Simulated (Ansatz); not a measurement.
CH13InNSbSi3, SMILES `[SiH3][InH][SbH][CH2]N([SiH3])[SiH3]` at its PBE0-D4/def2-TZVP geometry, where that method's forces vanish. Charge 0, multiplicity 1. In, Sb takes the def2 core potential.

```xyz
20

Si   -1.6498    1.3691   -2.3295
In   -1.2682   -0.8254   -1.0327
Sb    0.9769   -2.4850   -1.3853
C     1.2464   -1.5474    0.5987
N     0.4007   -0.3281    0.7727
Si    1.2138    1.1628    0.2948
Si   -0.4629   -0.2915    2.3126
H    -0.3847    1.9448   -2.8658
H    -2.5451    1.1077   -3.4937
H    -2.3022    2.4217   -1.4985
H    -2.4962   -1.4902    0.0007
H     1.8339   -1.2345   -2.1806
H     2.3022   -1.3327    0.7884
H     0.9405   -2.3107    1.3186
H     1.6579    1.0442   -1.1113
H     2.3966    1.3888    1.1693
H     0.2326    2.2613    0.4644
H    -1.4658    0.7974    2.2369
H     0.4764   -0.0389    3.4405
H    -1.1030   -1.6135    2.4998
```

What forces (eV/Å) does r2SCAN-D4/def2-TZVPP give on these atoms in Ansatz? (Estimate.)

Ansatz gave: 
```
Si1 -0.013  0.021 -0.012
In2 -0.049  0.027  0.003
Sb3  0.029 -0.155 -0.134
C4   0.158 -0.181  0.069
N5  -0.145  0.189  0.034
Si6  0.032  0.085 -0.014
Si7 -0.052  0.010  0.072
H8  -0.030 -0.005  0.005
H9   0.016  0.005  0.022
H10  0.008 -0.010 -0.022
H11  0.017  0.005 -0.015
H12  0.003  0.015 -0.001
H13  0.003  0.002 -0.004
H14  0.004  0.005 -0.011
H15 -0.003  0.010  0.037
H16 -0.019 -0.003 -0.018
H17  0.027 -0.019 -0.007
H18  0.015 -0.026  0.006
H19 -0.017 -0.008 -0.015
H20  0.014  0.035  0.005
```
